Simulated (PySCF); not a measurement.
H3Si2 (SMILES [SiH]=[SiH2]), doublet, geometry from GFN2-xTB. Base run: PySCF with HF/def2-SVP.

PySCF was given this input:
```python
from pyscf import gto, scf

mol = gto.M(
    atom='''
Si    1.02285006   -0.59715591    0.02160438
Si   -0.90257877    0.47114667   -0.01698289
H     2.02777054    0.52857146   -0.02104512
H    -1.68847796    1.72855621   -0.06337080
H    -2.02309056   -0.49299837    0.01971513
''',
    basis='def2-svp',
    spin=1,
    verbose=5,
)

mf = scf.UHF(mol)
mf.kernel()
```

Each row names what was changed in the base input (with any setting that the change needs).

```tsv
change	ΔE vs base (mEh)	fitting functions	dipole (D)
base	0.000	-	1.35
auxbasis = cc-pvtz-ri	6.529	334	1.35
auxbasis = cc-pvtz-jkfit	0.025	332	1.35
auxbasis = cc-pvqz-jkfit	0.016	449	1.35
exchange = seminumerical (SGX) (with mf = sgx.sgx_fit(mf, auxbasis='def2-universal-jfit'); with mf.with_df.dfj = True)	-0.393	135	1.36
auxbasis = def2-universal-jkfit	-0.024	310	1.35
auxbasis = def2-svp-ri	480.8	166	1.32
auxbasis = even-tempered beta=3.0	-0.081	277	1.35
auxbasis = even-tempered beta=1.6	0.013	612	1.35
auxbasis = cc-pvdz-jkfit	0.081	293	1.35
```

A fitting set is made for a task (jfit for Coulomb, jkfit for Coulomb and exchange, ri for correlation) and for a family of orbital bases.

Open shells are given as the SCF converged; they aren't shown to be the lowest states, and a large step between rows can be another state.
